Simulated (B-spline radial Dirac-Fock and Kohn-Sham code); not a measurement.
These are calculated numbers from a radial B-spline solver; the model is independent-particle rates on relativistic LDA orbitals of the hole state (multipoles up to L = 3, Coulomb Auger matrix elements, transition energies from Dirac-Fock). Free neutral atoms.

Question: Order these holes by fluorescence yield, smallest first.
A. Ru M5 (3d5/2)
B. Eu K (1s)
C. Kr M5 (3d5/2)
D. Co L3 (2p3/2)
E. Ga L2 (2p1/2)

Answer: C (7.82e-05), A (0.000229), D (0.00646), E (0.0126), B (0.933).
